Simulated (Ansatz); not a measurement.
One geometry of SbI3, several levels of theory.

```yaml
crystal:
  periodic: [false, false, false]
  atoms:
    - {symbol: Sb, position_ang: [-0.004148, 0.005133, 0.951070]}
    - {symbol: I, position_ang: [2.458316, -0.031202, -0.306099]}
    - {symbol: I, position_ang: [-1.201530, 2.140764, -0.333760]}
    - {symbol: I, position_ang: [-1.252648, -2.114696, -0.311220]}
basis:
  gaussian: {orbitals: def2-TZVP, initial_orbitals: start.molden}
hamiltonian: {xc: hse06, dispersion: d4}
scf: {omitted_lower_state_checks: [starts]}
output: {orbitals: {seedname: orbitals}}
```

The file start.molden holds the orbitals of an earlier run on this structure, at another level or in another basis.

```sh
$ ansatz run in.yaml --threads 4 --pin off --events-out ev --progress --plain --max-ram 3916MiB
```

Shortened log:

```
Functional definition: HSE06
  name "HSE06"
  cite "Heyd, Scuseria & Ernzerhof, J. Chem. Phys. 118, 8207 (2003) doi:10.1063/1.1564060"
  cite "Krukau, Vydrov, Izmaylov & Scuseria, J. Chem. Phys. 125, 224106 (2006) doi:10.1063/1.2404663"
  cite "Heyd & Scuseria, J. Chem. Phys. 120, 7274 (2004) doi:10.1063/1.1668634"
  cite "Ernzerhof & Perdew, J. Chem. Phys. 109, 3313 (1998) doi:10.1063/1.476928"
  cite "Perdew, Burke & Ernzerhof, Phys. Rev. Lett. 77, 3865 (1996) doi:10.1103/PhysRevLett.77.3865"
  parent pbe
  parameter a = 0.25
  parameter omega = 0.11/bohr
  # The whole range is PBE's own exchange, as in plane waves. The composition of these papers is wPBEh.
  exchange = pbe_x - a*pbe_x_sr(omega) + a*exact_x_sr(omega)
  correlation = pbe_c
these checks for a lower state are left out or cut short: starts
1695 factors; their error is unknown
86 factors; integrals over basis functions are off by at most 1.2e-6 eV
mean field evaluation 1: about -30844.6493 eV, gradient 1.4e0 eV
mean field evaluation 2: about -30844.6505 eV, gradient 2.0e-3 eV
mean field evaluation 4: about -30845.6493 eV, gradient 1.3e-3 eV
mean field -30845.64932224 eV, -1133.5567046604 hartree, gradient 7.1e-6 eV, S^2 0.000000; 0 other end points of the search recorded, 0 dependent functions left out
reference -30845.64935830 eV, -1133.5567059853 hartree; 49, 49 occupied and 151, 151 virtual orbitals, 1695 factors
Total energy: -30845.88770659 eV, -1133.5654651235 hartree
Checks for a lower state left out: starts
```

Run time 2.9 s (4 threads of Intel Xeon on a shared host), peak host memory 0.8 GiB.

As the first input, with `gaussian: {orbitals: def2-SVP, initial_orbitals: start.molden}`, `hamiltonian: {xc: pbe0, dispersion: d4}` (abridged; 1.4 s):

```
Functional definition: PBE0
mean field -30844.72721197 eV, -1133.5228177330 hartree, gradient 3.2e-5 eV, S^2 0.000000
Total energy: -30844.96985829 eV, -1133.5317348207 hartree
Checks for a lower state left out: starts
```

As the first input, with `gaussian: {orbitals: def2-SVP, initial_orbitals: start.molden}`, `hamiltonian: {xc: pbe, dispersion: d4}` (abridged; 0.7 s):

```
Functional definition: PBE
mean field -30842.50815092 eV, -1133.4412687435 hartree, gradient 2.5e-5 eV, S^2 0.000000
Total energy: -30842.78243342 eV, -1133.4513484394 hartree
Checks for a lower state left out: starts
```

First input, but with `hamiltonian: {xc: pbe, dispersion: d4}` (abridged; 1.4 s):

```
Functional definition: PBE
mean field -30843.61099935 eV, -1133.4817976756 hartree, gradient 1.4e-5 eV, S^2 0.000000
Total energy: -30843.88528663 eV, -1133.4918775473 hartree
Checks for a lower state left out: starts
```

First input, but with `hamiltonian: {xc: {name: B3LYP}, dispersion: d4}` (abridged; 2.6 s):

```
Functional definition: B3LYP
mean field -30854.40203153 eV, -1133.8783607938 hartree, gradient 2.6e-5 eV, S^2 0.000000
Total energy: -30854.86325725 eV, -1133.8953105265 hartree
Checks for a lower state left out: starts
```

As the first input, with `hamiltonian: {xc: pbe0, dispersion: d4}` (abridged; 2.8 s):

```
Functional definition: PBE0
mean field -30845.79388288 eV, -1133.5620171658 hartree, gradient 9.2e-6 eV, S^2 0.000000
Total energy: -30846.03653300 eV, -1133.5709343933 hartree
Checks for a lower state left out: starts
```

The first input with `hamiltonian: {xc: {name: r2SCANh}, dispersion: d4}` (abridged; 3.9 s):

```
Functional definition: r2SCANh
mean field -30855.39742501 eV, -1133.9149408295 hartree, gradient 9.9e-6 eV, S^2 0.000000
Total energy: -30855.46151083 eV, -1133.9172959402 hartree
Checks for a lower state left out: starts
```

Geometry: PBE-D4/def2-SVP.

In the def2 sets I, Sb take a core potential; there is no spin–orbit coupling. B3LYP takes the VWN-RPA correlation. HSE06 is defined as in plane-wave codes, on full-range PBE exchange.
